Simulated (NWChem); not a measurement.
Everything below was run with NWChem. System: AsO, charge 0, spin multiplicity 2, optimised in this run. The structure started from a generated list of species. Its SCF solution wasn't tested for a lower state. Level: UPBE0/def2-SVP.

Job file:

```
start mol
memory heap 200 mb stack 900 mb global 1100 mb
geometry units angstroms
  As     0.000000     0.000000     0.308485
  O      0.000000     0.000000    -1.272499
  symmetry group C2v
end
basis spherical
  * library def2-svp
end
dft
  xc pbe0
  odft
  mult 2
  semidirect memsize 60000000 filesize 0
  iterations 100
end
driver
  maxiter 80
end
task dft optimize
task dft freq
```

NWChem printed:

```
             Northwest Computational Chemistry Package (NWChem) 7.3.0
             --------------------------------------------------------

                                NWChem Input Module
                                -------------------

 Scaling coordinates for geometry "geometry" by  1.889725989
 (inverse scale =  0.529177249)

 Turning off AUTOSYM since
 SYMMETRY directive was detected!

          ------
          auto-z
          ------

                             Geometry "geometry" -> ""
                             -------------------------

 Output coordinates in angstroms (scale by  1.889725989 to convert to a.u.)

  No.       Tag          Charge          X              Y              Z
 ---- ---------------- ---------- -------------- -------------- --------------
    1 As                  33.0000     0.00000000     0.00000000     0.30848468
    2 O                    8.0000     0.00000000     0.00000000    -1.27249932

 Effective nuclear repulsion energy (a.u.)      88.3644576643

            Nuclear Dipole moment (a.u.)
            ----------------------------
        X                 Y               Z
 ---------------- ---------------- ----------------
     0.0000000000     0.0000000000    -0.0000000000

      Symmetry information
      --------------------

 Group name             C2v
 Group number             16
 Group order               4
 No. of unique centers     2

      Symmetry unique atoms

     1    2


 Summary of "ao basis" -> "" (spherical)
 ------------------------------------------------------------------------------
       Tag                 Description            Shells   Functions and Types
 ---------------- ------------------------------  ------  ---------------------
 *                          def2-svp                  on all atoms

                           NWChem Geometry Optimization
                           ----------------------------

 maximum gradient threshold         (gmax) =   0.000450
 rms gradient threshold             (grms) =   0.000300
 maximum cartesian step threshold   (xmax) =   0.001800
 rms cartesian step threshold       (xrms) =   0.001200
 fixed trust radius                (trust) =   0.300000
 maximum step size to saddle      (sadstp) =   0.100000
 energy precision                  (eprec) =   5.0D-06
 maximum number of steps          (nptopt) =   80
 initial hessian option           (inhess) =    0
 line search option               (linopt) =    1
 hessian update option            (modupd) =    1
 saddle point option              (modsad) =    0
 initial eigen-mode to follow     (moddir) =    0
 initial variable to follow       (vardir) =    0
 follow first negative mode     (firstneg) =    T
 apply conjugacy                    (opcg) =    F
 source of zmatrix                         =   autoz

          -------------------
          Energy Minimization
          -------------------

 Names of Z-matrix variables
    1

 Variables with the same non-blank name are constrained to be equal

 Using diagonal initial Hessian
 Scaling for Hessian diagonals: bonds = 1.00  angles = 0.25  torsions = 0.10

          --------
          Step   0
          --------

                         Geometry "geometry" -> "geometry"
                         ---------------------------------

 Output coordinates in angstroms (scale by  1.889725989 to convert to a.u.)

  No.       Tag          Charge          X              Y              Z
 ---- ---------------- ---------- -------------- -------------- --------------
[...]
    O        2  0.0000000D+00  0.0000000D+00 -2.4420759D+00  1.5994910D+01
 --------------------------------------------------------------------------

          ----------------------------------------------------
          MASS-WEIGHTED NUCLEAR HESSIAN (Hartree/Bohr/Bohr/Kamu)
          ----------------------------------------------------

               1            2            3            4            5            6
   ----- ----- ----- ----- -----
    1   -6.33058D-05
    2    8.58102D-08 -1.57451D-04
    3   -1.85348D-07 -1.90879D-07  7.04694D+00
    4    4.45758D-05  5.16650D-09 -1.58267D-08 -1.59141D-04
    5    4.91701D-09  3.86941D-05  4.73465D-08 -1.64498D-07 -2.77779D-04
    6    1.75670D-07  6.60994D-07 -1.52515D+01 -4.53277D-07 -1.23939D-06  3.30088D+01


 ----------------------------------------------------------------------------
 Normal Eigenvalue ||         Derivative Dipole Moments (debye/angs)
  Mode   [cm**-1]  ||      [d/dqX]             [d/dqY]           [d/dqZ]
 ------ ---------- || ------------------ ------------------ -----------------
    1       -2.764 ||      -0.001              -0.434            -0.000
    2       -2.161 ||       0.438              -0.001             0.000
    3       -1.965 ||       0.001               0.064             0.000
    4       -1.100 ||       0.026               0.000             0.000
    5        1.439 ||       0.000               0.001             0.000
    6     1028.812 ||      -0.000              -0.000            -0.831
 ----------------------------------------------------------------------------

 ----------------------------------------------------------------------------
 Normal Eigenvalue ||                 Infra Red Intensities
  Mode   [cm**-1]  || [atomic units] [(debye/angs)**2] [(KM/mol)] [arbitrary]
 ------ ---------- || -------------- ----------------- ---------- -----------
    1       -2.764 ||    0.008168           0.188         7.963      10.519
    2       -2.161 ||    0.008319           0.192         8.110      10.713
    3       -1.965 ||    0.000179           0.004         0.175       0.231
    4       -1.100 ||    0.000028           0.001         0.028       0.036
    5        1.439 ||    0.000000           0.000         0.000       0.000
    6     1028.812 ||    0.029896           0.690        29.144      38.500
 ----------------------------------------------------------------------------

        Vibrational analysis via the FX method
  --- with translations and rotations projected out ---
  --- via the Eckart algorithm                      ---
 Dependent rotation vector no.                    3
  found in ECKART; assuming linear geometry
 Projected Nuclear Hessian trans-rot subspace norm:1.2326D-32
                         (should be close to zero!)

          --------------------------------------------------------
          MASS-WEIGHTED PROJECTED HESSIAN (Hartree/Bohr/Bohr/Kamu)
          --------------------------------------------------------

               1            2            3            4            5            6
   ----- ----- ----- ----- -----
    1    0.00000D+00
    2   -1.10406D-23  0.00000D+00
    3   -4.41625D-23  4.41625D-23  7.04694D+00
    4   -6.11710D-21  0.00000D+00 -2.38949D-23  0.00000D+00
    5    0.00000D+00 -6.11710D-21  9.55798D-23  0.00000D+00  0.00000D+00
    6    9.55798D-23 -9.55798D-23 -1.52515D+01  5.17152D-23 -4.13722D-22  3.30085D+01

 center of mass
 --------------
 x =   0.00000000 y =   0.00000000 z =   0.08158047

 moments of inertia (a.u.)
 ------------------
         123.616931927679           0.000000000000           0.000000000000
           0.000000000000         123.616931927679           0.000000000000
           0.000000000000           0.000000000000           0.000000000000

 Rotational Constants
 --------------------
 A=   0.000000 cm-1  (  0.000000 K)
 B=   0.486990 cm-1  (  0.700654 K)
 C=   0.486990 cm-1  (  0.700654 K)

 Temperature                      =   298.15K
 frequency scaling parameter      =   1.0000

 Linear Molecule

 Zero-Point correction to Energy  =    1.470 kcal/mol  (  0.002343 au)
 Thermal correction to Energy     =    2.971 kcal/mol  (  0.004735 au)
 Thermal correction to Enthalpy   =    3.563 kcal/mol  (  0.005679 au)

 Total Entropy                    =   53.510 cal/mol-K
   - Translational                =   39.416 cal/mol-K (mol. weight =  90.9165)
   - Rotational                   =   14.010 cal/mol-K (symmetry #  =        1)
   - Vibrational                  =    0.083 cal/mol-K

 Cv (constant volume heat capacity) =    5.312 cal/mol-K
   - Translational                  =    2.979 cal/mol-K
   - Rotational                     =    1.986 cal/mol-K
   - Vibrational                    =    0.347 cal/mol-K


 ----------------------------------------------------------------------------
 Normal Eigenvalue ||    Projected Derivative Dipole Moments (debye/angs)
  Mode   [cm**-1]  ||      [d/dqX]             [d/dqY]           [d/dqZ]
 ------ ---------- || ------------------ ------------------ -----------------
    1        0.000 ||       0.184               0.000             0.000
    2        0.000 ||      -0.000               0.184             0.000
    3        0.000 ||      -0.398              -0.000            -0.000
    4        0.000 ||       0.000              -0.398            -0.000
    5        0.000 ||      -0.000               0.000            -0.000
    6     1028.810 ||      -0.000              -0.000            -0.831
 ----------------------------------------------------------------------------

 ----------------------------------------------------------------------------
 Normal Eigenvalue ||           Projected Infra Red Intensities
  Mode   [cm**-1]  || [atomic units] [(debye/angs)**2] [(KM/mol)] [arbitrary]
 ------ ---------- || -------------- ----------------- ---------- -----------
    1        0.000 ||    0.001469           0.034         1.432       1.891
    2        0.000 ||    0.001469           0.034         1.432       1.891
    3        0.000 ||    0.006879           0.159         6.706       8.859
    4        0.000 ||    0.006879           0.159         6.706       8.859
    5        0.000 ||    0.000000           0.000         0.000       0.000
    6     1028.810 ||    0.029896           0.690        29.144      38.500
 ----------------------------------------------------------------------------

 Task  times  cpu:       24.4s     wall:       24.4s

 Total times  cpu:       31.7s     wall:       31.7s
```
